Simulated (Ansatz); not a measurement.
Born–Oppenheimer molecular dynamics of BrClF$_{2}$H$_{2}$OZr (8 atoms, charge 0, multiplicity 1). It starts at the highest image of a converged band. Of that band: Beside the main top the profile has a ripple of under 15 meV (maxima at images 1, 8), which may be a very shallow well or noise. A vibrational analysis at the climbing image gives one clearly imaginary mode, 382i cm⁻¹: a first-order saddle point. Another band between the same ends, with other settings, climbed to 0.048 eV only, so this may not be the lowest route.

Method: RKS B3LYP-D4/def2-SVP (Ansatz 0.2.0).

| Quantity | Value |
| --- | --- |
| ensemble | NVE (velocity Verlet) |
| time step | 0.5 fs |
| steps asked | 200 |
| starting velocities drawn for | 100 K |
| seed | 8294 |

First frame:

```xyz
8
Properties=species:S:1:pos:R:3
Zr 0.002 0.206 0.010
O -0.210 0.186 2.035
H -0.602 -0.382 2.712
F 1.703 -0.110 -0.774
Cl -1.383 1.669 -1.215
F -0.835 -1.477 -0.252
Br 1.300 2.529 1.458
H 0.523 1.401 2.213
```

**Question.** How far do the bonds stretch over the last three quarters of this one trajectory? (Pairs bonded in most of those frames.)

**Answer.** 
```csv
bond,mean (Å),spread (Å),shortest,longest
Zr1–O2,1.982,0.023,1.94,2.02
Zr1–F4,1.917,0.017,1.89,1.94
Zr1–Cl5,2.369,0.013,2.35,2.39
Zr1–F6,1.896,0.003,1.89,1.90
Zr1–Br7,3.130,0.070,3.03,3.27
O2–H3,0.965,0.002,0.96,0.97
Br7–H8,1.457,0.017,1.42,1.49
```

Mean temperature of the second half: 121 K. The conserved energy stayed within 0.0068 meV per atom of its start (net change 0.00037 meV per atom), so the integration is sound. A run of 0.1 ps of so small a system gives no equilibrium averages. The orbitals stay closed-shell, which can raise the energy where a bond breaks towards radicals; this wasn't checked here.

Time of the run: 11 min on 4 threads of Arm Neoverse V1, on a shared host, peak memory 0.4 GiB.
